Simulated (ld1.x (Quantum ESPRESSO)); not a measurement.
Reading a pseudo-wave (hydrogen (H))

Columns: radius, all-electron u(r) and pseudo u(r) of the 1s shell (level -6.36 eV) of hydrogen in the configuration 1s1; LDA (PZ), non-relativistic, RRKJ scheme, ld1.x (Quantum ESPRESSO) 7.5.

```json
{"r (bohr)": "0.035", "all-electron": "0.0626", "pseudo": "0.0553"}
{"r (bohr)": "0.070", "all-electron": "0.1208", "pseudo": "0.1100"}
{"r (bohr)": "0.105", "all-electron": "0.1750", "pseudo": "0.1634"}
{"r (bohr)": "0.140", "all-electron": "0.2253", "pseudo": "0.2150"}
{"r (bohr)": "0.175", "all-electron": "0.2720", "pseudo": "0.2641"}
{"r (bohr)": "0.210", "all-electron": "0.3151", "pseudo": "0.3103"}
{"r (bohr)": "0.245", "all-electron": "0.3550", "pseudo": "0.3532"}
{"r (bohr)": "0.280", "all-electron": "0.3918", "pseudo": "0.3925"}
{"r (bohr)": "0.315", "all-electron": "0.4256", "pseudo": "0.4282"}
{"r (bohr)": "0.350", "all-electron": "0.4568", "pseudo": "0.4604"}
{"r (bohr)": "0.385", "all-electron": "0.4853", "pseudo": "0.4891"}
{"r (bohr)": "0.420", "all-electron": "0.5113", "pseudo": "0.5148"}
{"r (bohr)": "0.455", "all-electron": "0.5351", "pseudo": "0.5378"}
{"r (bohr)": "0.490", "all-electron": "0.5567", "pseudo": "0.5585"}
{"r (bohr)": "0.525", "all-electron": "0.5762", "pseudo": "0.5773"}
{"r (bohr)": "0.560", "all-electron": "0.5938", "pseudo": "0.5943"}
{"r (bohr)": "0.595", "all-electron": "0.6097", "pseudo": "0.6098"}
{"r (bohr)": "0.630", "all-electron": "0.6238", "pseudo": "0.6239"}
{"r (bohr)": "0.665", "all-electron": "0.6364", "pseudo": "0.6364"}
{"r (bohr)": "0.700", "all-electron": "0.6474", "pseudo": "0.6474"}
{"r (bohr)": "0.735", "all-electron": "0.6571", "pseudo": "0.6571"}
{"r (bohr)": "0.770", "all-electron": "0.6655", "pseudo": "0.6655"}
{"r (bohr)": "0.805", "all-electron": "0.6726", "pseudo": "0.6726"}
{"r (bohr)": "0.840", "all-electron": "0.6786", "pseudo": "0.6786"}
{"r (bohr)": "0.875", "all-electron": "0.6835", "pseudo": "0.6835"}
{"r (bohr)": "0.910", "all-electron": "0.6874", "pseudo": "0.6874"}
```

(1) How many radial nodes do the two functions have?

(2) At about which radius was the pseudo-wave matched?

(3) Is the pseudo-wave norm-conserving?

Answers

(1) The all-electron 1s function has n − l − 1 = 0; the pseudo-wave has 0.

(2) 0.70 bohr. The columns agree to 0.0005 from 0.59 bohr on; several derivatives are matched, so the curves merge somewhat inside the radius.

(3) Yes: the RRKJ scheme keeps the norm inside the radius equal to the all-electron one, which fixes the energy derivative of the logarithmic derivative at the level.
